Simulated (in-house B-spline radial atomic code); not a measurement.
Whole-atom quantities along the 24-electron series, configuration [Ar] 3d6. Breit and QED terms are first order and not part of the total energy; the density at the nucleus is averaged over the nuclear charge. Computed with an all-electron radial atomic-structure program (B-spline basis): Dirac-Hartree-Fock, average of the configuration, finite nuclei.

| ion | Z | E/Z² (Eh) | Σ<r²> (bohr²) | n(0)/Z³ (bohr⁻³) | Lamb diamagnetic shielding (ppm) | repulsion over attraction | Breit energy (eV) | self-energy (eV) | vacuum polarisation (eV) | Dirac less non-relativistic energy (Eh) |
| --- | --- | --- | --- | --- | --- | --- | --- | --- | --- | --- |
| Dy42+ | 66 | -2.4859 | 0.79251 | 2.395 | 6597.65 | 0.070226 | 287.7 | 246.41 | -39.679 | -509.15 |
| Ho43+ | 67 | ? | ? | ? | ? | ? | ? | ? | ? | ? |
| Er44+ | 68 | ? | ? | ? | ? | ? | ? | ? | ? | ? |
| Tm45+ | 69 | -2.5157 | 0.70687 | 2.6721 | 6996.57 | 0.067033 | 333.56 | 290.69 | -48.865 | -619.71 |
| Yb46+ | 70 | -2.5256 | 0.68124 | 2.7606 | 7132.43 | 0.066018 | 349.94 | 306.8 | -52.307 | -660.52 |
| Lu47+ | 71 | -2.5354 | 0.6569 | 2.8574 | 7269.87 | 0.065026 | 366.9 | 323.63 | -55.966 | -703.48 |

Task: Fill in the row of Ho43+.

Result: E/Z² (Eh): -2.4959; Σ<r²> (bohr²): 0.7624; n(0)/Z³ (bohr⁻³): 2.4855; Lamb diamagnetic shielding (ppm): 6729.22; repulsion over attraction: 0.069136; Breit energy (eV): 302.45; self-energy (eV): 260.52; vacuum polarisation (eV): -42.558; Dirac less non-relativistic energy (Eh): -544.09.

Task: Fill in the row of Er44+.

Result: E/Z² (Eh): -2.5058; Σ<r²> (bohr²): 0.73389; n(0)/Z³ (bohr⁻³): 2.5711; Lamb diamagnetic shielding (ppm): 6862.14; repulsion over attraction: 0.068072; Breit energy (eV): 317.73; self-energy (eV): 275.27; vacuum polarisation (eV): -45.611; Dirac less non-relativistic energy (Eh): -580.9.

Task: With what power of Z does the column «Dirac less non-relativistic energy (Eh)» change over this range?

Result: A fit of the logarithm of its size against log Z from Z = 66 to 71 has slope 4.43. An unscreened hydrogenic electron would give 4 at low Z; screening makes the apparent power larger near the neutral end, and relativity raises it again at high Z.
